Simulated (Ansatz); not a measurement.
Species: C$_{3}$H$_{9}$FO$_{3}$Si (charge 0, singlet). SMILES: CO[Si](F)(OC)OC
Structure (B3LYP-D3(BJ)/def2-TZVP (Ansatz, an electronic-structure program) minimum search):
```xyz
17

Si    -0.0419    -0.0184     0.3159
F     -0.7023     0.4890     1.6745
O     -0.5309     0.9593    -0.8879
C     -0.4303     2.3781    -0.8778
O      1.5531     0.0137     0.5859
C      2.5334    -0.4779    -0.3197
O     -0.5042    -1.5238    -0.0482
C     -1.7821    -1.9154    -0.5356
H      0.6087     2.6975    -0.7624
H     -1.0244     2.8057    -0.0669
H     -0.8101     2.7475    -1.8296
H      2.4728     0.0354    -1.2832
H      2.4091    -1.5508    -0.4805
H      3.5133    -0.2931     0.1182
H     -1.7081    -2.9485    -0.8727
H     -2.5316    -1.8543     0.2568
H     -2.0914    -1.2855    -1.3721
```
Charge 0, spin multiplicity 1.

Wanted: atomisation energy (electronic, to ground-state atoms), in kcal/mol. Cores are frozen in the correlated levels unless marked. UHF or UKS for open shells. Spin-orbit coupling is left out. No relativistic terms. The coupled-cluster limit lacks core correlation, which all-electron functionals hold. CBS(X,Y): correlation extrapolated as X^-3; Hartree-Fock from the larger set. The bracket is a focal-point correction in the basis named.

| level | program | atomisation energy (kcal/mol) |
|---|---|---|
| PBE/def2-TZVPD | Ansatz | 1675.5 |
| r2SCAN/def2-TZVPD | Ansatz | [?] |
| PBE-QIDH/def2-TZVPD | Ansatz | 1640.4 |
| CCSD/6-31G | Ansatz | 1328.3 |
| RI-MP2/CBS(aug-cc-pV(T+d)Z,aug-cc-pV(Q+d)Z)+[CCSD(T)-MP2]/aug-cc-pV(T+d)Z | Ansatz | [?] |

Some entries are withheld; supply them.


- r2SCAN/def2-TZVPD, atomisation energy (kcal/mol): 1658.9
- RI-MP2/CBS(aug-cc-pV(T+d)Z,aug-cc-pV(Q+d)Z)+[CCSD(T)-MP2]/aug-cc-pV(T+d)Z, atomisation energy (kcal/mol): 1667.0
